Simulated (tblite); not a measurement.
C₅H₁₀BFS₂.
Numbering: `[CH3:1][CH2:2][C@@H:3]1[S:4][B:5]([CH3:6])[S:7][C@@H:8]1[F:9]` (hydrogens: H10, H11, H12 on C1; H13, H14 on C2; H15 on C3; H16, H17, H18 on C6; H19 on C8)

Computed with GFN2-xTB (tblite), gas phase: L-BFGS steps from a force-field or distance-geometry start until the largest atomic force falls under 0.01 eV/Å.

Geometry at step 18:
```
atom  x, y, z in Å
C1      2.2379    1.4474    0.4683
C2      2.0303   -0.0663    0.4579
C3      0.5926   -0.3494    0.0168
S4     -0.6897    0.4661    1.0848
B5     -2.0460   -0.2881    0.1428
C6     -3.3661    0.5099   -0.2567
S7     -1.5744   -1.8971   -0.5935
C8      0.2290   -1.8095   -0.1997
F9      0.5310   -2.6087    0.8590
H10     3.2690    1.7049    0.6953
H11     1.5906    1.8932    1.2183
H12     1.9799    1.8487   -0.5105
H13     2.2572   -0.4850    1.4366
H14     2.7070   -0.5283   -0.2682
H15     0.4661    0.1071   -0.9705
H16    -3.7106    1.2803    0.4347
H17    -4.2224   -0.0985   -0.5510
H18    -3.1013    1.0778   -1.1549
H19     0.8100   -2.1953   -1.0461
```

Task: What forces act on the atoms?

Result: 
| atom | Fx (eV/Å) | Fy (eV/Å) | Fz (eV/Å) |
| --- | --- | --- | --- |
| C1 | 0.057 | -0.152 | -0.005 |
| C2 | -0.124 | 0.118 | -0.060 |
| C3 | 0.154 | -0.037 | 0.048 |
| S4 | -0.101 | -0.087 | -0.410 |
| B5 | -0.055 | 0.057 | -0.049 |
| C6 | 0.148 | -0.065 | -0.121 |
| S7 | 0.000 | 0.410 | -0.045 |
| C8 | 0.049 | 0.139 | 0.060 |
| F9 | -0.053 | 0.038 | 0.185 |
| H10 | -0.007 | -0.055 | -0.004 |
| H11 | 0.031 | 0.076 | -0.038 |
| H12 | 0.053 | 0.103 | 0.075 |
| H13 | -0.186 | -0.058 | 0.066 |
| H14 | -0.058 | -0.017 | 0.022 |
| H15 | -0.065 | 0.158 | 0.011 |
| H16 | 0.147 | -0.313 | 0.210 |
| H17 | 0.154 | -0.077 | 0.190 |
| H18 | 0.074 | -0.085 | -0.060 |
| H19 | -0.217 | -0.152 | -0.077 |

The largest, 0.43 eV/Å, acts on S4; the rms over all components is 0.131 eV/Å. The forces sum to zero within rounding, as they must for an isolated molecule in no field.

Task: Give the force on S4 in Eh/bohr and in nN.

Result: 0.431 eV/Å ÷ 51.422 = 0.00838 Eh/bohr, and 0.431 eV/Å × 1.602 = 0.69 nN.

Task: How far is this geometry from the end of the optimisation?

Result: 0.350 eV above it, and 0.499 Å rms away after alignment. The bonds farthest from their final lengths, with half the difference of the two atoms' forces along the bond (positive lengthens):

| bond | now (Å) | final (Å) | force along bond (eV/Å) |
| --- | --- | --- | --- |
| S4–B5 | 1.815 | 1.783 | -0.14 |
| B5–S7 | 1.831 | 1.803 | -0.15 |
| B5–C6 | 1.593 | 1.574 | -0.11 |
| S7–C8 | 1.848 | 1.832 | +0.03 |
| C8–F9 | 1.360 | 1.370 | +0.07 |
| C3–S4 | 1.857 | 1.850 | -0.05 |

The angle farthest from its final value is B5–C6–H16, 117.2° against 111.9°.

Of the 5 listed bonds off by 0.010 Å or more, this force points towards the final length in 4.

The cost below is that of the whole relaxation. The run took 0.8 s on an Arm Neoverse V2 with one thread (shared host).
